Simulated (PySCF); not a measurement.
# Do core-level shifts follow atomic charges?

C6H14O2S.
Geometry (PBE0-D3(BJ)/def2-SVP, Å), atoms numbered from 1 in this order:
```xyz
23
C6H14O2S angstrom
C     -3.3720   -0.6802    0.4179
C     -2.7320    0.2241   -0.6245
C     -1.3490    0.7415   -0.2540
S     -0.1422   -0.5945   -0.2296
O     -0.2151   -1.2788   -1.5225
O     -0.3024   -1.3559    1.0120
C      1.4435    0.2473   -0.1374
C      2.5556   -0.7818   -0.0157
C      3.9320   -0.1405    0.0484
H     -3.4655   -0.1665    1.3880
H     -4.3799   -0.9833    0.0988
H     -2.7737   -1.5864    0.5855
H     -2.6485   -0.3015   -1.5896
H     -3.3694    1.1058   -0.8046
H     -0.9804    1.4623   -0.9999
H     -1.3202    1.2032    0.7453
H      1.3999    0.9123    0.7398
H      1.5356    0.8536   -1.0518
H      2.3675   -1.3884    0.8841
H      2.4888   -1.4686   -0.8746
H      4.7165   -0.9063    0.1377
H      4.1455    0.4508   -0.8562
H      4.0238    0.5321    0.9161
```

Binding energies: delta-SCF UKS SCAN, pcX-2 on the ionised atom, pcseg-1 elsewhere, spin-free X2C in PySCF. Charges: PBE0/pcSseg-1 ground-state density, for the ionised atom.

```csv
atom,environment,C 1s (eV),Mulliken (e),IAO (e),Hirshfeld (e),ESP (e)
C1,methyl carbon,290.53,-0.287,-0.416,-0.118,-0.381
C2,chain CH2 carbon,291.01,-0.279,-0.250,-0.063,+0.246
C3,sp3 carbon bound to sulfur,291.32,-0.332,-0.451,-0.073,-0.347
```

Question: How well does each charge scheme correlate with the binding energies over these sites?

Answer: Hirshfeld: r = 0.83, slope 11.2 eV per e; ESP: r = 0.16, slope 0.2 eV per e; IAO: r = -0.05, slope -0.2 eV per e; Mulliken: r = -0.71, slope -9.9 eV per e. Hirshfeld charges have the highest r, on only 3 points.

Question: The point-charge model writes a binding energy as kq + V + constant, with V the potential of the other atoms' charges at the site. What does it give with the Mulliken charges?

Answer: V = Σ 14.40 eV Å × q/r over all other atoms: +3.41 eV at C1, +2.47 eV at C2, +5.15 eV at C3. Fitting binding energy − V to q gives k = 36.2 eV per e and leaves an rms residual of 0.47 eV, against 0.23 eV for the fit on q alone. The model has no term for differences in relaxation between sites.

One conformer (not necessarily the lowest) at the PBE0-D3(BJ)/def2-SVP geometry, without solvent, vibrations or thermal averaging.
